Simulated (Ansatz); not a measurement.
The same molecule with X = C, Si, Ge, Sn. Ansatz, PBE0-D4/def2-TZVP geometries, multiplicity 1.

Elements past krypton have def2 core potentials. Scalar relativity is left out up to krypton.

| X | molecule | mean X–F bond length / Å | mean X–H bond length / Å | HOMO–LUMO gap (PBE/def2-TZVPP) / eV | HOMO energy (PBE0/def2-TZVPP) / eV | LUMO energy (PBE0/def2-TZVPP) / eV |
| --- | --- | --- | --- | --- | --- | --- |
| C | `CF` | 1.376 | 1.092 | 8.77 | -9.81 | 1.68 |
| Si | `F[SiH3]` | 1.600 | 1.482 | 7.28 | -9.77 | -0.13 |
| Sn | `[F][SnH3]` | 1.926 | 1.701 | 6.26 | -9.37 | -0.83 |

Task: Give the row for X = Ge, `[F][GeH3]`. (Best estimate.)

Result: The calculation gave: 
| X | molecule | mean X–F bond length / Å | mean X–H bond length / Å | HOMO–LUMO gap (PBE/def2-TZVPP) / eV | HOMO energy (PBE0/def2-TZVPP) / eV | LUMO energy (PBE0/def2-TZVPP) / eV |
| --- | --- | --- | --- | --- | --- | --- |
| Ge | `[F][GeH3]` | 1.742 | 1.533 | 7.10 | -9.69 | -0.14 |

From C to Sn the mean X–F bond length rises at each step, by 0.550 Å in all; the mean X–H bond length rises at each step, by 0.609 Å in all; the HOMO–LUMO gap (PBE/def2-TZVPP) falls at each step, by 2.51 eV in all; the HOMO energy (PBE0/def2-TZVPP) rises at each step, by 0.44 eV in all; the LUMO energy (PBE0/def2-TZVPP) falls at each step, by 2.51 eV in all. Bonds lengthen as the atom grows down the group.
